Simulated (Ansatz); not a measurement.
A made-up structure of AlBH$_{3}$OF, closed shell:

```json
{"atom": "F1", "x (Å)": "-1.3326", "y (Å)": "0.7856", "z (Å)": "1.8341"}
{"atom": "B2", "x (Å)": "-1.2846", "y (Å)": "0.5764", "z (Å)": "0.5184"}
{"atom": "O3", "x (Å)": "-0.1854", "y (Å)": "0.0681", "z (Å)": "-0.0268"}
{"atom": "Al4", "x (Å)": "1.2752", "y (Å)": "-0.5803", "z (Å)": "-0.5704"}
{"atom": "H5", "x (Å)": "-2.2535", "y (Å)": "0.8615", "z (Å)": "-0.1255"}
{"atom": "H6", "x (Å)": "-0.0274", "y (Å)": "-0.5829", "z (Å)": "-0.7283"}
{"atom": "H7", "x (Å)": "2.3963", "y (Å)": "0.4395", "z (Å)": "-1.0006"}
```

It is relaxed with PBE-D4/def2-SVP and then PBE0-D4/def2-TZVP (Ansatz 0.2.0). Atoms count as bonded within 1.22 times the sum of their covalent radii (H–H: 0.88 Å). The end point is not checked to be a true minimum.

Q: Does its bonding change? (A judgement: the text doesn't fix the answer.)

A: Computed: Yes. Formed: none; broken: O3–H6.

Where it ends: The first stage lowers the energy by 5.92 eV in 25 steps. It ends as AlBH₃OF ([F][BH][O][AlH2]):
```json
{"atom": "F1", "x (Å)": "-1.4936", "y (Å)": "2.0037", "z (Å)": "0.9525"}
{"atom": "B2", "x (Å)": "-1.3452", "y (Å)": "0.6835", "z (Å)": "0.8419"}
{"atom": "O3", "x (Å)": "-0.3610", "y (Å)": "0.1926", "z (Å)": "0.0975"}
{"atom": "Al4", "x (Å)": "0.9373", "y (Å)": "-0.2874", "z (Å)": "-0.8685"}
{"atom": "H5", "x (Å)": "-2.1208", "y (Å)": "-0.0143", "z (Å)": "1.4303"}
{"atom": "H6", "x (Å)": "0.6498", "y (Å)": "-0.4994", "z (Å)": "-2.4029"}
{"atom": "H7", "x (Å)": "2.3215", "y (Å)": "-0.5109", "z (Å)": "-0.1501"}
```

Labels in which every atom is bracketed show which atoms are joined, not bond orders.

For scale, one of the runs: PBE0-D4/def2-TZVP relaxation, 148 basis functions, launched by `ansatz run in.yaml --threads 2 --pin off --events-out ev --progress --plain --max-ram 4352MiB`. Hardware: 2 CPU threads of an AMD EPYC 7571, shared host. Wall time about 43 s.
